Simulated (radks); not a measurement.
Problem. All-electron atom: Eu LIII in [Ne] 3s1. All-electron calculation, scalar-relativistic Kohn-Sham, PBEsol, spin-polarised, spherical densities, finite nucleus; open shells are filled with parallel spins first (spin-orbit coupling, left out, can overturn this in heavy ions); Fermi nuclear charge, rms radius 5.1115 fm. Program: a radial shooting solver on a logarithmic mesh with Libxc functionals. Some entries of the table are withheld. Estimate them.

orbital,occ.,eigenvalue (hartree),<r^2> (bohr^2)
1s up,1,-1921.370,0.0006785
1s down,1,-1921.239,0.0006785
2s up,1,-427.9360,(1)
2s down,1,-427.7849,(2)
2p up,3,-397.7020,0.008215
2p down,3,-397.5672,0.008208
3s up,1,-176.6244,0.05680
3s down,0,-175.7861,0.05672

Solution. 
(1) 2s up <r^2> (bohr^2): 0.01031
(2) 2s down <r^2> (bohr^2): 0.01030
